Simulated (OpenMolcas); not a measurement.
# C+, Si+, Ge+, Sn+, Pb+: ns² np down the group

```json
{
  "Program": "OpenMolcas 26.06",
  "Method": "SS-CASPT2, IPEA 0.25 Eh, imaginary shift 0.1 Eh",
  "Basis": "ANO-RCC-VTZP",
  "Scalar Hamiltonian": "DKH2, point nucleus",
  "Spin-orbit coupling": "RASSI with atomic mean-field integrals over the reference wave functions, term energies averaged over their components"
}
```

Active space for each ion: 3 electrons in 4 orbitals (s p); closed shells correlated by CASPT2: C+ 1s; Si+ 2s 2p; Ge+ 3d; Sn+ 4d; Pb+ 5d.

Computed levels in cm-1 above ²P°_1/2:

```json
{"Level": "²P°_3/2", "C+": "56.9", "Si+": "252", "Ge+": "1597", "Sn+": "3790", "Pb+": "12370"}
{"Level": "weight of ²P° in the lowest level (%)", "C+": "100", "Si+": "100", "Ge+": "100", "Sn+": "100", "Pb+": "100"}
```

Measured, with the error of the calculation in %. Measured levels: C+, Si+, Ge+, Sn+, Pb+ from NIST Handbook of Basic Atomic Spectroscopic Data.

```json
{"Level": "²P°_3/2", "C+": "63.4 (-10.2)", "Si+": "287 (-12.2)", "Ge+": "1767 (-9.6)", "Sn+": "4251 (-10.8)", "Pb+": "14081 (-12.1)"}
```

The fine-structure level ²P°_3/2 changes by a factor of 217 from C+ to Pb+.

Over all roots computed the reference weight is 0.92 to 0.99 in Si+, 0.86 to 0.93 in Pb+; the roots of lowest weight are the least certain, and an intruder state may touch them. Some high roots are left out of the spin-orbit mixing, which shifts the levels that they would mix with (holds for Ge+; Pb+). Measured partners are found by configuration, term and J. A level has none where our copy of the source lacks it or the pairing is in doubt (some pairs that miss far off the trend of their configuration count as doubtful), and it then counts in no deviation. Levels of configurations outside the active space are missing.

° marks odd parity.
